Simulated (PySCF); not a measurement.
## Dipole moment and polarisability of `CC[C@H](F)[SiH2]Cl`

Species: C₃H₈ClFSi.
Structure used (GFN2-xTB), in Å, numbered top down from 1:
```xyz
14
C3H8ClFSi angstrom
C     -1.6185    0.1321    0.7872
C     -0.6250   -0.9713    0.4554
C      0.5020   -0.4694   -0.4416
F      1.2983   -1.5639   -0.7806
Si     1.6682    0.8597    0.3272
Cl     0.9386    2.6844   -0.1153
H     -2.0315    0.5606   -0.1232
H     -2.4368   -0.2679    1.3805
H     -1.1405    0.9292    1.3524
H     -0.1923   -1.3779    1.3721
H     -1.1382   -1.7882   -0.0588
H      0.0809   -0.1257   -1.3961
H      2.9837    0.7027   -0.2795
H      1.7103    0.6950    1.7781
```

Level: PBE0/def2-SVPD (PySCF), static field, nuclei fixed, core orbitals frozen in the response. The polarisability tensor in these axes (au):

```
x   78.59  2.10 -1.75
y    2.10 82.61 -0.66
z   -1.75 -0.66 67.24
```

Q: Give the principal values, the mean and the anisotropy Δα = √{½[(α1 − α2)² + (α2 − α3)² + (α1 − α3)²]}.

A: Principal values 66.97, 77.86 and 83.61 au; mean 76.15 au = 11.28 Å³ = 12.55 × 10⁻⁴⁰ C²·m²/J; Δα = 14.64 au (19 % of the mean).

Q: What is the dipole moment, and where does it point?

A: (-1.06, 0.01, 0.76) D, 1.30 D in size, pointing from the negative to the positive side. Measured along this direction, the outermost atoms are H13 at the negative end and H8 at the positive end.

Q: What are the principal values of the traceless quadrupole moment, Θ = ½Σq(3rr − r²1), about the centre of nuclear charge?

A: -8.95, 3.08, 5.86 D·Å. The values depend on the origin, since the dipole doesn't vanish. The electronic extent ⟨r²⟩ about the same centre is 1066 bohr², a root-mean-square distance of 2.13 Å for the 66 electrons.

Q: Find the Langevin capture rate constant for O2+ (31.990 u) meeting this molecule (126.007 u), k = 2.342 × 10⁻⁹ cm³/s × √(α in Å³ / reduced mass in u).

A: The reduced mass is 25.51 u, so k = 1.56 × 10⁻⁹ cm³/s. The formula leaves out the permanent dipole, which adds to the capture rate.

Q: How large is μ²/3kT at 298 K beside α?

A: In Gaussian units μ²/3kT = 13.71 Å³ against 11.28 Å³, a ratio of 1.21; the Debye molar polarisation (4π/3)N_A(α + μ²/3kT) is 63.0 cm³/mol, leaving out the vibrational part.

Q: Directions of the eigenvectors, and the extent of the frame along each?

A: Largest value along (0.41, 0.91, -0.08), where the nuclei span 4.92 Å; middle along (0.90, -0.42, -0.12), 4.69 Å; least along (0.14, 0.02, 0.99), 3.39 Å. The response follows the extents in order.

Q: Sum over states: ᾱ = Σ f/ω², ω in Eh. What share falls to these 8 lowest TDDFT singlets (eV, f)? 6.85, 0.0005; 7.59, 0.0083; 7.74, 0.0110; 7.99, 0.0336; 8.06, 0.0020; 8.31, 0.0875; 8.39, 0.0315; 8.46, 0.0036.

A: They add up to 1.97 au, 2.6 % of the 76.15 au; the largest single term is 0.94 au, from the state at 8.31 eV. Terms in order: 0.01, 0.11, 0.14, 0.39, 0.02, 0.94, 0.33, 0.04 au. Higher excitations give the rest. The strengths listed sum to 0.178.

One conformer (not necessarily the lowest) at the GFN2-xTB geometry, without solvent, vibrations or thermal averaging.
